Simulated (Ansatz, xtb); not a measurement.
Ranking isomers of C7H5ClS

4 gas-phase structures of C7H5ClS, from a drawn sample of its isomers (lower ones may exist). Each was relaxed with GFN2-xTB:

A. `CC(=S)C#CC#CCCl`, a singlet
B. `C#Cc1cc(C)sc1Cl`, a singlet
C. `C#C[C@@H]1C(=S)C/C1=C\Cl`, a singlet
D. `CC#CC#CC(=S)CCl`, a singlet

Problem. Make a reasoned guess at their ranking by r2SCAN-D4/def2-SVP//GFN2-xTB single-point energy.

Solution. Calculated order at r2SCAN-D4/def2-SVP//GFN2-xTB: B (0.000), D (1.627), A (1.747), C (1.969) eV.

Energies above the lowest of each column, in eV; the last columns are at r2SCAN-D4/def2-SVP geometries and were run for some of them only (a dash: not run or not comparable):

```csv
structure,GFN2-xTB,HF/STO-3G,r2SCAN-D4/def2-SVP//GFN2-xTB,r2SCAN-D4/def2-SVP,CCSD(T)/def2-SVP + ΔMP2/def2-TZVPP
B,0.000,0.000,0.000,0.000,0.000
D,1.637,2.630,1.627,1.635,1.827
A,1.658,2.669,1.747,1.748,1.897
C,1.513,2.311,1.969,–,–
```

Every level run on B puts it lowest or level with the lowest. Flexible structures stand in one conformer each, not always the lowest. Frequencies (GFN2-xTB) were run for A, B, D alone. The ΔMP2 step shifts differences by up to 0.163 eV, which makes them less sure. ΔMP2 is the change of the MP2 energy from the smaller to the larger basis.

Over these structures GFN2-xTB departs from r2SCAN-D4/def2-SVP//GFN2-xTB by 0.161 eV on average once a common shift is removed. A GFN2-xTB relaxation took about 0.12 s and the r2SCAN-D4/def2-SVP//GFN2-xTB energy about 1.1 s on a shared host (Ansatz 0.2.0, xtb 6.7.1).
